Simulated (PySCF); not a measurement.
C8H20AlN.
Structure used (PBE0-D3(BJ)/def2-SVP), in Å, numbered top down from 1:
```
atom  x, y, z in Å
C1     3.5118   -1.3499    0.9469
C2     2.4764   -0.3496    0.4597
C3     1.0450   -0.8358    0.6558
C4    -0.0048    0.1476    0.1452
C5    -0.1836    1.3819    1.0315
C6    -1.2104    2.3505    0.4381
Al7   -2.5759    1.1918   -0.4439
N8    -1.3488   -0.4748   -0.1017
C9    -1.8569   -1.2125    1.0615
C10   -1.3477   -1.3474   -1.2796
H11    3.4229   -2.3106    0.4142
H12    4.5358   -0.9780    0.7943
H13    3.3901   -1.5577    2.0221
H14    2.6399   -0.1337   -0.6109
H15    2.6177    0.6102    0.9835
H16    0.9370   -1.8051    0.1384
H17    0.8733   -1.0382    1.7274
H18    0.3132    0.5028   -0.8519
H19    0.8089    1.8418    1.1776
H20   -0.4962    1.0492    2.0377
H21   -0.7241    2.9872   -0.3220
H22   -1.5981    3.0325    1.2113
H23   -2.6589    1.2421   -2.0510
H24   -3.9269    0.7887    0.3331
H25   -1.8748   -0.5626    1.9457
H26   -2.8886   -1.5307    0.8627
H27   -1.2403   -2.1007    1.2768
H28   -2.3757   -1.6729   -1.4928
H29   -0.9790   -0.7917   -2.1512
H30   -0.7235   -2.2441   -1.1231
```

Method used: PBE0-D3(BJ)/def2-SVP geometry optimisation, gas phase in PySCF 2.14.0.

Question: Which atoms are bound to Al7, and at what distances?

Answer: 4 atoms: H24 1.610 Å, H23 1.610 Å, C6 1.996 Å, N8 2.098 Å. The nearest atom not counted as bound is H21, at 2.58 Å.

Question: List the angles at Al7.

Answer: 
```
      angle  degrees  distance of the outer atoms (Å)
 C6–Al7–H24    120.4                             3.14
 C6–Al7–H23    117.3                             3.09
H23–Al7–H24    116.5                             2.74
 N8–Al7–H23    102.6                             2.91
 N8–Al7–H24    102.3                             2.90
  C6–Al7–N8     89.4                             2.88
```

Question: Describe the arrangement about Al7 in numbers.

Answer: Angles from 89.4° to 120.4°; τ4 = (360° − α − β)/141° = 0.87 with α and β the two widest (0 for a square, 1 for a tetrahedron).

Question: What are the other bond lengths?

Answer: C1–C2 1.520 Å; C2–C3 1.524 Å; C3–C4 1.526 Å; C4–C5 1.530 Å; C5–C6 1.531 Å; N8–C9 1.468 Å; N8–C10 1.466 Å; C4–N8 1.501 Å. (A selection.)

Question: Give some angles away from the centre.

Answer: C1–C2–C3 112.9°, C2–C3–C4 113.4°, C3–C4–C5 114.0°, C3–C4–N8 113.8°, C5–C4–N8 109.0°, C4–C5–C6 111.4°, C5–C6–Al7 105.2°, Al7–N8–C9 109.0°, Al7–N8–C10 110.0°, C9–N8–C10 109.7°.

Question: What are the rotational constants (commonest isotopes, rigid rotor)?

Answer: A = 1810, B = 669.4, C = 567.6 MHz: an asymmetric top.

Point group: C1 (no symmetry element, even within 0.4 Å). Charge 0, singlet. No PBE0-D3(BJ)/def2-SVP frequencies stand behind this structure, so it isn't proved a minimum.

One conformer stands for the species.
